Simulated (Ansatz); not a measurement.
Reaction (substitution at a C–S bond): `C[S][Ge][NH2]` + `C=C=N` → `C=C=NC` + `[NH2][Ge][SH]`

Gas-phase electronic energies from Ansatz, PBE0-D4/def2-TZVP geometries. CCSD(T)/CBS is the MP2 limit (def2-TZVPP, def2-QZVPP) plus CCSD(T) − MP2 in def2-TZVPP, frozen cores. This one scheme is used for every species. DFT in def2-TZVPP. B3LYP here is the variant with VWN-RPA as its local correlation; programs differ in this. For Ge outer-core shells are correlated without core-valence functions, which leaves a few kJ/mol of doubt a bond. Scalar relativity is left out up to krypton. One conformer a species, not always the lowest.

```tsv
level	ΔE (kcal/mol)	difference from CCSD(T)/CBS
PBE-D4	1.6	-0.1
PBE0-D4	1.5	-0.2
B3LYP-D4	0.9	-0.8
ωB97M-V	1.5	-0.2
PBE	1.2	-0.5
HF/def2-TZVPP	-0.8	-2.5
MP2/def2-TZVPP	1.4	-0.3
SCS-MP2/def2-TZVPP	0.8	-0.9
MP2/def2-QZVPP	1.8	0.1
CCSD/CBS(def2)	1.4	-0.3
CCSD(T)/CBS	1.7	0
```

Largest T1 diagnostic among the species: 0.015.

The D4 term adds +0.7 kcal/mol with B3LYP and +0.4 kcal/mol with PBE0; it sums over pairs of atoms, weighted by their polarisabilities, and B3LYP, whose exchange is more repulsive, gets the larger term. In def2-TZVPP, CCSD(T) changes the Hartree–Fock value by +1.8 kcal/mol (the triples alone add +0.4 kcal/mol) and MP2 by +2.2 kcal/mol.
